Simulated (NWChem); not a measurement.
# boroxine (B3H3O3); SMILES B1OBOBO1

Program: NWChem. Geometry: optimised at PBE0/def2-SVP. Level BLYP/def2-SVP: single points from the atomic guess with DIIS by default; each run changes one setting, and all converged runs end within 0.3 mHa of each other.

Task: Which setting needs the most SCF iterations, or fails (no DIIS, 40 % damping; defaults; level shift of 0.5 Ha throughout; no level shifting; DIIS on 20 Fock matrices)?

Result: no DIIS, 40 % damping, with 36 against 7 for the defaults.
| setting | SCF iterations |
|---|---|
| defaults | 7 |
| level shift of 0.5 Ha throughout | 13 |
| no level shifting | 7 |
| DIIS on 20 Fock matrices | 7 |
| no DIIS, 40 % damping | 36 |
